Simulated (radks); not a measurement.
Values are calculated unless marked as measured or tabulated.
Problem. All-electron atom: Sc in [Ar] 3d(3/2: 2, 5/2: 0) 4s1 (not the ground configuration). Level of theory: Dirac Kohn-Sham, BLYP, spin-unpolarised, spherical densities, finite nucleus; Fermi nuclear charge, rms radius 3.5459 fm (a radial shooting solver on a logarithmic mesh with Libxc functionals). Some entries of the table are withheld. Estimate them.

orbital  occ.  eigenvalue (hartree)  <1/r> (bohr^-1)
1s1/2       2             -161.5374              (1)
2s1/2       2             -17.30283              (2)
2p1/2       2             -14.26348            4.237
2p3/2       4             -14.09254            4.188
3s1/2       2                   (3)            1.300
3p1/2       2                   (4)            1.169
3p3/2       4                   (5)            1.158
4s1/2       1              -0.12759              (6)
3d3/2       2              -0.04672           0.6533
3d5/2       0              -0.04588           0.6499

Solution. 
(1) 1s1/2 <1/r> (bohr^-1): 20.77
(2) 2s1/2 <1/r> (bohr^-1): 4.305
(3) 3s1/2 eigenvalue (hartree): -1.90534
(4) 3p1/2 eigenvalue (hartree): -1.13880
(5) 3p3/2 eigenvalue (hartree): -1.12034
(6) 4s1/2 <1/r> (bohr^-1): 0.3305
